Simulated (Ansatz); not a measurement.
Basis sets compared for Mg5S4I2. Charge 0, multiplicity 1. Geometry r2SCAN-D4/def2-SVP. Ansatz on 4 threads of Arm Neoverse V1 on a shared host; times are rough, and most runs start from earlier orbitals.

```xyz
11

S    -0.448    0.067    2.779
S    -0.830   -0.811   -0.847
S     0.811    3.117    0.007
S     2.613   -0.745   -0.647
Mg   -0.497    2.306    1.722
Mg   -2.132   -0.141    1.042
Mg    0.926   -0.837    1.060
Mg    1.038   -2.145   -1.847
Mg    0.989    1.079   -1.073
I    -3.384    2.243    1.282
I     0.915   -4.133   -3.478
```

In the def2 sets I takes a core potential, while STO-3G treats all electrons; there is no spin–orbit coupling.

STO-3G and 6-31G are all-electron sets without relativity, so their totals don't compare with the def2 sets.

Binding counts from free atoms (S triplet, Mg singlet, I doublet) in the same basis, without a counterpoise term.

```csv
level,functions,energy (Eh),HOMO (eV),LUMO (eV),binding per atom (eV),wall time
HF/STO-3G,135,-16260.2972,-3.93,6.71,–,3.1 s
PBE-D4/def2-SVP,214,-3187.0389,-5.43,-3.32,2.88,8.5 s
PBE0-D4/def2-SVP,214,-3187.3283,-6.53,-2.72,2.87,16 s
```

(1) Estimate the rows for HF/def2-TZVP, PBE-D4/def2-TZVP, PBE0-D4/def2-TZVP (with forces).

## Answers

(1) 
| level | functions | energy (Eh) | HOMO (eV) | LUMO (eV) | binding per atom (eV) | wall time |
| --- | --- | --- | --- | --- | --- | --- |
| HF/def2-TZVP | 408 | -3182.1850 | -8.91 | -0.42 | 2.05 | 72 s |
| PBE-D4/def2-TZVP | 408 | -3187.9536 | -5.44 | -3.30 | 2.86 | 22 s |
| PBE0-D4/def2-TZVP (with forces) | 408 | -3188.2362 | -6.51 | -2.67 | 2.85 | 87 s |
